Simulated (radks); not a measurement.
Spherical quantum dot in the effective-mass picture: electrons in a hard-walled sphere of radius 4.73, all in effective atomic units (hartree* = m*/eps^2 hartree, bohr* = eps/m* bohr), one dielectric constant everywhere. Calculated with a radial shooting solver with Libxc functionals: non-relativistic Kohn-Sham, exchange-only LDA, spin-polarised, spherical densities. Levels are named by radial order and angular momentum (1s, 1p, 1d, 2s, ...), and open shells are averaged over m. Results are scaled to m* = 0.089 and eps = 13.5, for which hartree* = 13.29 meV and bohr* = 8.027 nm. Each electron was tried in the lowest free levels, single moves between levels near the top were tried too, and the lowest total energy was kept; such a search can miss a lower state. At N = 1 the Hartree and exchange-correlation terms need not cancel, so that row can carry a self-interaction error.

| N | open shells | 2S | mu = E(N) - E(N-1) (meV) | addition energy mu(N+1) - mu(N) (meV) | e(HOMO) (meV) |
|---|---|---|---|---|---|
| 1 | 1s(up 1, down 0) | 1 | 3.2648 | 4.778 | 5.0175 |
| 2 | none | 0 | 8.0428 | 5.821 | 9.6231 |
| 3 | 1p(up 1, down 0) | 1 | 13.864 | 3.411 | 15.544 |
| 4 | 1p(up 2, down 0) | 2 | 17.275 | 3.501 | 19.018 |
| 5 | 1p(up 3, down 0) | 3 | 20.776 | 4.805 | 22.537 |
| 6 | 1p(up 3, down 1) | 2 | 25.580 | 3.259 | 27.182 |
| 7 | 1p(up 3, down 2) | 1 | 28.839 | 3.365 | 30.512 |
| 8 | none | 0 | 32.204 | 6.389 | 33.903 |
| 9 | 1d(up 1, down 0) | 1 | 38.593 | 3.318 | 40.247 |
| 10 | 1d(up 2, down 0) | 2 | 41.911 | 3.338 | 43.577 |
| 11 | 1d(up 3, down 0) | 3 | 45.249 | 3.349 | 46.922 |
| 12 | 1d(up 4, down 0) | 4 | 48.598 | 3.355 | 50.275 |
| 13 | 1d(up 5, down 0) | 5 | 51.953 | 4.520 | 53.632 |
| 14 | 1d(up 5, down 1) | 4 | 56.473 | 3.244 | 58.090 |
| 15 | 1d(up 5, down 2) | 3 | 59.718 | 3.268 | 61.349 |
| 16 | 1d(up 5, down 3) | 2 | 62.986 | 3.283 | 64.626 |
| 17 | 1d(up 5, down 4) | 1 | 66.269 | 3.293 | 67.914 |
| 18 | none | 0 | 69.562 | 6.913 | 71.210 |
| 19 | 1f(up 1, down 0) | 1 | 76.475 | 3.250 | 78.098 |
| 20 | 1f(up 2, down 0) | 2 | 79.724 | 3.255 | 81.351 |
| 21 | 1f(up 3, down 0) | 3 | 82.980 | 3.259 | 84.609 |
| 22 | 1f(up 4, down 0) | 4 | 86.239 | 3.262 | 87.869 |
| 23 | 1f(up 5, down 0) | 5 | 89.501 | 3.263 | 91.132 |
| 24 | 1f(up 6, down 0) | 6 | 92.764 | 3.264 | 94.396 |
| 25 | 1f(up 7, down 0) | 7 | 96.028 | 4.339 | 97.660 |
| 26 | 1f(up 7, down 1) | 6 | 100.37 | 3.207 | 101.97 |
| 27 | 1f(up 7, down 2) | 5 | 103.57 | 3.213 | 105.18 |
| 28 | 1f(up 7, down 3) | 4 | 106.79 | 3.218 | 108.39 |
| 29 | 1f(up 7, down 4) | 3 | 110.00 | 3.222 | 111.62 |
| 30 | 1f(up 7, down 5) | 2 | 113.23 | 3.225 | 114.84 |
| 31 | 1f(up 7, down 6) | 1 | 116.45 | 3.227 | 118.07 |
| 32 | none | 0 | 119.68 | - | 121.29 |

All shells are closed at N = 2, 8, 18, 32 (there: 1s2 1p6 1d10 1f14); the second difference of the energy has clear peaks (12 % above both neighbours; the first and last values, which can be the largest, are not judged, and half-filled shells can peak too) at N = 2, 5, 8, 13, 18, 25.
